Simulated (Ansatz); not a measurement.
The same path of BrH + F2H2OSi (8 atoms, charge 0, multiplicity 1) was run twice with different band settings. Lost on the way: Si1–O2, H6–Br7. Made: Si1–Br7, O2–H6.

Computed with RKS BLYP/def2-SVP in Ansatz.

Relaxed end points:

```xyz
8
Properties=species:S:1:pos:R:3
Si -0.840 0.830 0.218
O -0.012 -0.615 0.214
F -2.255 0.669 -0.566
F -1.219 1.258 1.740
H 0.019 1.840 -0.426
H 1.738 -1.088 -0.603
Br 3.003 -1.495 -1.193
H -0.434 -1.400 0.615
```

```xyz
8
Properties=species:S:1:pos:R:3
Si 0.132 1.114 -0.263
O 0.000 -1.955 0.384
F -0.940 0.287 -1.174
F -0.176 0.767 1.302
H -0.142 2.558 -0.457
H -0.780 -1.855 -0.198
Br 2.225 0.651 -0.818
H -0.317 -1.566 1.224
```

Common settings: movable images 7; climbing image yes; spring 5.0 eV/Å²; optimiser quadratic models (default); start path through a guess of the saddle point; iteration limit 60; end points relaxed.

| run | force threshold |
| --- | --- |
| 1 | 0.05 eV/Å |
| 2 | 0.2 eV/Å |

Question: What does each run give, and how far can it be trusted?

Answer: Run 1: converged after 16 iterations, highest image 0.906 eV above the first end. A vibrational analysis at the climbing image gives one clearly imaginary mode, 215i cm⁻¹: a first-order saddle point.
Run 2: converged after 9 iterations, highest image 0.908 eV above the first end. The threshold of 0.2 eV/Å is loose, so the images may lie well off the minimum-energy path. Another band between the same ends (7 images) ends at a top of the same energy, where a vibrational analysis finds 1 clearly imaginary mode.
The orbitals stay closed-shell, which can raise the energy where a bond breaks towards radicals; this wasn't checked here.
